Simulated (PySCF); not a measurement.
PySCF job for Si(OSiH3)2(H)(Me) (CH10O2Si3), SMILES C[SiH](O[SiH3])O[SiH3], TDA-PBE/def2-SVPD. Geometry: B3LYP-D3(BJ)/def2-SVP. One conformer was computed; it need not be the lowest.

```python
import numpy as np
from pyscf import gto, scf, dft, tdscf

mol = gto.M(
    atom='''
    Si   -0.07155148   -0.91798022   -0.70545076
    C     0.19587804   -2.63644435   -0.04510309
    O     1.32249994   -0.02645111   -0.56912759
    Si    2.12614120    1.06403075    0.39026356
    O    -1.26546515   -0.19285466    0.19237108
    Si   -2.17529325    1.17612195    0.42881868
    H    -0.45780821   -0.90858917   -2.14021070
    H     0.46477099   -2.59945044    1.02278752
    H    -0.71892424   -3.24183206   -0.14770753
    H     1.00908028   -3.14250098   -0.58938820
    H     3.40063101    1.43325159   -0.28186421
    H     1.29614889    2.28823956    0.58800126
    H     2.42667789    0.46962329    1.72573481
    H    -3.55651601    0.77556423    0.81300257
    H    -1.57927965    1.99420498    1.52227790
    H    -2.22647793    1.99418662   -0.81880338
    ''',
    basis='def2-SVPD',
    charge=0,
    spin=0,
    max_memory=1600,
    verbose=4,
)
mf = dft.RKS(mol, xc='pbe').density_fit(auxbasis='def2-universal-jkfit')
mf.grids.level = 3
mf.conv_tol = 1e-9
mf.max_cycle = 100
mf.kernel()
mf.grids = dft.Grids(mol).set(level=1).build(with_non0tab=True)  # coarser grid for the response kernel
td = tdscf.TDA(mf)
td.singlet = True
td.nstates = 6
td.conv_tol = 1e-4
td.positive_eig_threshold = 1e-6
td.kernel(x0=td.get_init_guess(mf, 11))
td.analyze()
tt = tdscf.TDA(mf)
tt.singlet = False
tt.nstates = 2
tt.conv_tol = 1e-4
tt.positive_eig_threshold = 1e-6
tt.kernel(x0=tt.get_init_guess(mf, 7))
tt.analyze(verbose=3)
```

Log of the run:

```
PySCF version 2.14.0

[INPUT] verbose = 4
[INPUT] num. atoms = 16
[INPUT] num. electrons = 74
[INPUT] charge = 0
[INPUT] spin (= nelec alpha-beta = 2S) = 0
[INPUT] symmetry False subgroup None
[INPUT] Mole.unit = angstrom
[INPUT] Symbol           X                Y                Z      unit          X                Y                Z       unit  Magmom
[INPUT]  1 Si    -0.071551480000  -0.917980220000  -0.705450760000 AA   -0.135212701007  -1.734731203568  -1.333108730766 Bohr   0.0
[INPUT]  2 C      0.195878040000  -2.636444350000  -0.045103090000 AA    0.370155849417  -4.982157764157  -0.085232487472 Bohr   0.0
[INPUT]  3 O      1.322499940000  -0.026451110000  -0.569127590000 AA    2.499162686354  -0.049985353591  -1.075495275034 Bohr   0.0
[INPUT]  4 Si     2.126141200000   1.064030750000   0.390263560000 AA    4.017824570154   2.010726705616   0.737491244798 Bohr   0.0
[INPUT]  5 O     -1.265465150000  -0.192854660000   0.192371080000 AA   -2.391382553682  -0.364442489246   0.363528655487 Bohr   0.0
[INPUT]  6 Si    -2.175293250000   1.176121950000   0.428818680000 AA   -4.110708483115   2.222548374589   0.810349862298 Bohr   0.0
[INPUT]  7 H     -0.457808210000  -0.908589170000  -2.140210700000 AA   -0.865132134477  -1.716984691046  -4.044412071864 Bohr   0.0
[INPUT]  8 H      0.464770990000  -2.599450440000   1.022787520000 AA    0.878289881743  -4.912249405980   1.932788296423 Bohr   0.0
[INPUT]  9 H     -0.718924240000  -3.241832060000  -0.147707530000 AA   -1.358569917911  -6.126174735235  -0.279126778236 Bohr   0.0
[INPUT] 10 H      1.009080280000  -3.142500980000  -0.589388200000 AA    1.906885366899  -5.938466198377  -1.113782279050 Bohr   0.0
[INPUT] 11 H      3.400631010000   1.433251590000  -0.281864210000 AA    6.426261259603   2.708452972697  -0.532646161217 Bohr   0.0
[INPUT] 12 H      1.296148890000   2.288239560000   0.588001260000 AA    2.449366418759   4.324146075795   1.111161342299 Bohr   0.0
[INPUT] 13 H      2.426677890000   0.469623290000   1.725734810000 AA    4.585756604637   0.887459399817   3.261166154528 Bohr   0.0
[INPUT] 14 H     -3.556516010000   0.775564230000   0.813002570000 AA   -6.720841216531   1.465603986709   1.536352195868 Bohr   0.0
[INPUT] 15 H     -1.579279650000   1.994204980000   1.522277900000 AA   -2.984406012599   3.768501248444   2.876688316478 Bohr   0.0
[INPUT] 16 H     -2.226477930000   1.994186620000  -0.818803380000 AA   -4.207433510089   3.768466553072  -1.547314138068 Bohr   0.0

nuclear repulsion = 463.398472661149
number of shells = 96
number of NR pGTOs = 322
number of NR cGTOs = 218
basis = def2-SVPD
ecp = {}


[settings echo left out]
init E= -1062.19558171702
  HOMO = -0.338260136540914  LUMO = -0.0747244137963614  gap/eV = 7.17117
cycle= 1 E= -1061.84974307337  delta_E= 0.346  |g|= 1.17  |ddm|= 6.26
  HOMO = -0.0865614184450556  LUMO = -0.00902629911737129  gap/eV = 2.10984
cycle= 2 E= -1060.49925744488  delta_E= 1.35  |g|= 2.75  |ddm|= 4.18
  HOMO = -0.262252187064275  LUMO = -0.0374571603402609  gap/eV = 6.11698
cycle= 3 E= -1062.09682838098  delta_E= -1.6  |g|= 0.269  |ddm|= 3.36
  HOMO = -0.255281535747818  LUMO = -0.0308320553804724  gap/eV = 6.10758
cycle= 4 E= -1062.11198076229  delta_E= -0.0152  |g|= 0.148  |ddm|= 0.798
  HOMO = -0.252860467220851  LUMO = -0.0323346550713315  gap/eV = 6.00081
cycle= 5 E= -1062.11735413172  delta_E= -0.00537  |g|= 0.031  |ddm|= 0.181
  HOMO = -0.255684156206538  LUMO = -0.0327979613816471  gap/eV = 6.06504
cycle= 6 E= -1062.11766104076  delta_E= -0.000307  |g|= 0.00828  |ddm|= 0.0814
  HOMO = -0.255204706456175  LUMO = -0.0325814570268461  gap/eV = 6.05789
cycle= 7 E= -1062.11767304348  delta_E= -1.2e-05  |g|= 0.00443  |ddm|= 0.0179
  HOMO = -0.255184030908789  LUMO = -0.0325271136036926  gap/eV = 6.05880
cycle= 8 E= -1062.1176767996  delta_E= -3.76e-06  |g|= 0.000833  |ddm|= 0.00643
  HOMO = -0.25522592979193  LUMO = -0.0325462202113003  gap/eV = 6.05942
cycle= 9 E= -1062.11767695891  delta_E= -1.59e-07  |g|= 0.00016  |ddm|= 0.00154
  HOMO = -0.255239639182463  LUMO = -0.0325616199334999  gap/eV = 6.05938
cycle= 10 E= -1062.11767696689  delta_E= -7.98e-09  |g|= 3.88e-05  |ddm|= 0.000365
  HOMO = -0.255240564908013  LUMO = -0.0325589405126618  gap/eV = 6.05948
cycle= 11 E= -1062.11767696735  delta_E= -4.57e-10  |g|= 1.25e-05  |ddm|= 0.000119
  HOMO = -0.255238385328163  LUMO = -0.0325588145853684  gap/eV = 6.05942
Extra cycle  E= -1062.1176769673  delta_E= 4.91e-11  |g|= 2.07e-05  |ddm|= 5.89e-05
converged SCF energy = -1062.1176769673
tot grids = 59496
Overwritten attributes  positive_eig_threshold  of <class 'pyscf.tdscf.rks.TDA'>


******** <class 'pyscf.tdscf.rks.TDA'> for <class 'pyscf.df.df_jk.DFRKS'> ********
nstates = 6 singlet
deg_eia_thresh = 1.000e-03
wfnsym = None
conv_tol = 0.0001
eigh lindep = 1e-12
eigh level_shift = 0
eigh max_cycle = 100


Excitation energies (eV)
[6.10829562 6.45166545 6.49797523 6.68535006 6.84472406 6.96236783]

** Singlet excitation energies and oscillator strengths **
Excited State   1:      6.10830 eV    202.98 nm  f=0.0027
      37 -> 38        0.70513
Excited State   2:      6.45167 eV    192.17 nm  f=0.0003
      36 -> 38        0.69432
      37 -> 39        0.11569
Excited State   3:      6.49798 eV    190.80 nm  f=0.0034
      35 -> 38        0.11089
      36 -> 38        0.11652
      37 -> 39       -0.68655
Excited State   4:      6.68535 eV    185.46 nm  f=0.0012
      35 -> 38       -0.69609
      37 -> 39       -0.11195
Excited State   5:      6.84472 eV    181.14 nm  f=0.0045
      36 -> 39        0.69593
Excited State   6:      6.96237 eV    178.08 nm  f=0.0220
      35 -> 39       -0.12546
      37 -> 40        0.69331

** Transition electric dipole moments (AU) **
state          X           Y           Z        Dip. S.      Osc.
  1        -0.0693      0.0998     -0.0578      0.0181      0.0027
  2         0.0085      0.0386     -0.0122      0.0017      0.0003
  3         0.1246     -0.0320      0.0704      0.0215      0.0034
  4        -0.0838      0.0176     -0.0033      0.0073      0.0012
  5         0.0700     -0.1235     -0.0809      0.0267      0.0045
  6        -0.1887      0.0524     -0.3005      0.1287      0.0220

** Transition velocity dipole moments (imaginary part, AU) **
state          X           Y           Z        Dip. S.      Osc.
  1        -0.0118      0.0231     -0.0072      0.0007      0.0022
  2         0.0085      0.0091     -0.0009      0.0002      0.0004
  3         0.0277     -0.0118      0.0139      0.0011      0.0031
  4        -0.0159      0.0001     -0.0002      0.0003      0.0007
  5         0.0151     -0.0314     -0.0138      0.0014      0.0037
  6        -0.0413      0.0080     -0.0722      0.0070      0.0182

** Transition magnetic dipole moments (imaginary part, AU) **
state          X           Y           Z
  1        -0.2245     -0.0400      0.2674
  2        -0.1063      0.4497     -1.1167
  3         0.2502      0.5008     -0.1291
  4         0.0246     -0.3872     -0.1643
  5        -0.0050      0.0427      0.1576
  6         0.3192     -0.0755     -0.1916


******** <class 'pyscf.tdscf.rks.TDA'> for <class 'pyscf.df.df_jk.DFRKS'> ********
nstates = 2 triplet
deg_eia_thresh = 1.000e-03
wfnsym = None
conv_tol = 0.0001
eigh lindep = 1e-12
eigh level_shift = 0
eigh max_cycle = 100


Excitation energies (eV)
[5.97398982 6.24317346]

** Triplet excitation energies and oscillator strengths **
Excited State   1:      5.97399 eV    207.54 nm  f=0.0000
Excited State   2:      6.24317 eV    198.59 nm  f=0.0000
```

The run converged.

Cost: very roughly 70 core-seconds.
